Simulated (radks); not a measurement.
The manganese ion Mn2+ inside a hard spherical wall (all orbitals vanish at R), configuration held at [Ar] 3d5 and not refilled when levels cross. Method: non-relativistic Kohn-Sham, LDA (Slater exchange, Perdew-Wang correlation), spin-polarised, spherical densities, point nucleus; open shells are filled with parallel spins first; computed with a radial shooting solver on a logarithmic mesh with Libxc functionals. Eigenvalues in eV for spin up, with the zero of energy where the potential of the charges vanishes at infinity; a dash marks a level that is unbound or too diffuse for the functional's potential to be trusted. A positive occupied level is held by the wall or, in an anion where self-interaction has pushed it up, behind a barrier. The pressure on the wall is -dE/dV.

R (bohr)  E (hartree)  kinetic (hartree)    e(2p)    e(3s)    e(3p)    e(3d)  e(4s, empty)  e(4p, empty)  pressure (GPa)
free      -1147.75896           1146.370  -645.09  -103.12  -73.563  -26.232       -19.894       -14.208               0
20        -1147.75896           1146.370  -645.09  -103.12  -73.563  -26.232       -19.894       -14.208        < 0.0001
10        -1147.75896           1146.370  -645.09  -103.12  -73.563  -26.232       -19.894       -14.207        < 0.0001
8         -1147.75895           1146.370  -645.09  -103.12  -73.563  -26.232       -19.892       -14.189        0.000112
6         -1147.75880           1146.372  -645.08  -103.10  -73.552  -26.221       -19.798       -13.879          0.0241
5         -1147.75734           1146.387  -644.98  -103.02  -73.475  -26.144       -19.355       -12.947           0.348
3.5       -1147.71112           1146.697  -643.36  -101.77  -72.256  -24.810       -13.764        -4.905            20.6
3         -1147.60817           1147.277  -640.99  -100.07  -70.576  -22.829        -6.100         4.597            92.3
2         -1145.69947           1156.477  -619.08  -85.460  -55.283   -4.319        61.968        78.338            3570
